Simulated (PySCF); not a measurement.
C2H6OSeSi.
SMILES with atom numbers: `[CH3:1][Se:2][SiH2:3][CH:4]=[O:5]` (hydrogens: H6, H7, H8 on C1; H9, H10 on Si3; H11 on C4)

Method used: PBE0-D3(BJ)/def2-SVP geometry optimisation, gas phase (PySCF 2.14.0).

What internal coordinates does the optimisation give?

| bond | length (bohr) | order |
| --- | --- | --- |
| C1–Se2 | 3.701 | single |
| Se2–Si3 | 4.298 | single |
| Si3–C4 | 3.658 | single |
| C4=O5 | 2.276 | double |
| C1–H6, C1–H7, C1–H8 | 2.074 | single |
| Si3–H9, Si3–H10 | 2.825 | single |
| C4–H11 | 2.129 | single |

Bonds in one row agree within 0.02 bohr and their mean is given. Orders are formal, as drawn. A selection of angles:
| angle | degrees |
| --- | --- |
| Se2–C1–H6 | 110.7 |
| Se2–C1–H7 | 106.4 |
| H6–C1–H7 | 109.2 |
| H6–C1–H8 | 110.5 |
| C1–Se2–Si3 | 97.2 |
| Se2–Si3–C4 | 106.7 |
| Se2–Si3–H9 | 112.4 |
| C4–Si3–H9 | 108.6 |
| H9–Si3–H10 | 108.2 |
| Si3–C4–O5 | 120.0 |
| Si3–C4–H11 | 119.5 |
| O5–C4–H11 | 120.5 |

Dihedral angles: C1–Se2–Si3–C4 180° (antiperiplanar); Se2–Si3–C4–O5 -174° (antiperiplanar). The mirror-image conformer, all signs reversed, is as good.

Si3 (SiH2 silicon) is tetrahedral (angles from 106.7° to 112.4°).

Point group: near Cs, missed by 0.21 Å at most; the miss may be what the optimiser left on a soft mode. Not checked by PBE0-D3(BJ)/def2-SVP frequencies. The numbers are those of one conformer.
